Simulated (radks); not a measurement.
Results of a calculation; reference values are marked as such.
The nuclear charge of the gadolinium ion Gd2+ is varied continuously with 62 electrons held in [Xe] 4f7 5d1. Level of theory: scalar-relativistic Kohn-Sham, r2SCAN, spin-polarised, spherical densities, finite nucleus; open shells are filled with parallel spins first (spin-orbit coupling, left out, can overturn this in heavy ions); meta-GGA in the generalised Kohn-Sham scheme; Fermi nuclear charge, rms radius 5.1569 fm (a radial shooting solver on a logarithmic mesh with Libxc functionals). By the Hellmann-Feynman theorem dE/dZ = E(electron-nucleus)/Z, the electronic potential at the nucleus (averaged over a nucleus of fixed radius). The scalar-relativistic energy here is not variational (the density holds large components alone), so the two differ by a part that grows with Z.

| Z | E (hartree) | E(electron-nucleus)/Z (hartree) | HOMO | e(HOMO) (eV) | <r> HOMO (bohr) |
|---|---|---|---|---|---|
| 63.6 | -11099.3909 | -425.245 | 5d | -11.479 | 2.475 |
| 63.8 | -11185.1158 | -427.180 | 5d | -13.469 | 2.381 |
| 64 | -11271.2334 | -429.115 | 5d | -15.551 | 2.299 |
| 64.2 | -11357.7437 | -431.051 | 5d | -17.720 | 2.227 |
| 64.4 | -11444.6469 | -432.987 | 5d | -19.970 | 2.163 |
| 64.6 | -11531.9433 | -434.925 | 5d | -22.298 | 2.105 |
| 64.8 | -11619.6330 | -436.863 | 5d | -24.701 | 2.053 |
| 65 | -11707.7163 | -438.802 | 5d | -27.176 | 2.004 |

The central difference of E at Z = 64 is -431.570 hartree, to compare with the third column; the second derivative is -9.82 hartree.
